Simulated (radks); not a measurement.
Question: These are the eigenvalues of the occupied orbitals of an atom or ion with whole-number occupations (hartree). All-electron calculation, scalar-relativistic Kohn-Sham, SCAN, spin-polarised, spherical densities, finite nucleus; meta-GGA in the generalised Kohn-Sham scheme; Fermi nuclear charge, rms radius of each element as measured or else 0.836 A^(1/3) + 0.57 fm. Program: a radial shooting solver on a logarithmic mesh with Libxc functionals.

1s: -13.28566

Which element is it, and in what charge state? The configuration may be excited. Open shells, if any, are filled with parallel spins first.

Answer: Z = 6, carbon, charge +4: C4+ in [He]. The 1s level, -13.286 hartree, gives Z - s = 5.2 by -(Z - s)^2/2, which with screening and relativity narrows Z to a few neighbours, and with so few levels the electron count can be read from the list.
